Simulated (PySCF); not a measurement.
Sb(I)3 anion (I₃Sb), SMILES [I][Sb]([I])[I] (connectivity only; charge and spin as stated), charge -1, multiplicity 2.

The structure is a stationary point at B3LYP-D3(BJ)/def2-SVPD. The spin state was assumed, not searched. The isomer is the one that the SMILES or the coordinates give; other isomers of the formula were not compared. The def2 effective core potentials stand for the cores of I, Sb; spin–orbit coupling is left out.

Two levels are set side by side: PBE/def2-SVPD (PySCF) and M06-2X/def2-SVPD (PySCF). Same geometry, gas phase. Differences are taken from unrounded values.

```json
[
 {"quantity": "α-spin orbital gap (eV)", "M06-2X": "5.14", "PBE": "1.67", "PBE minus M06-2X": "-3.47"},
 {"quantity": "β-spin orbital gap (eV)", "M06-2X": "4.94", "PBE": "1.70", "PBE minus M06-2X": "-3.24"},
 {"quantity": "mean polarisability (bohr³)", "M06-2X": "202.0", "PBE": "223.1", "PBE minus M06-2X": "21.1"}
]
```

PBE's more diffuse valence density responds more strongly to a field. Differences between two approximate levels are no errors against the true value.

Rough cost on one machine, each run with all the roots and properties that it gave: M06-2X against PBE within a factor of 2.
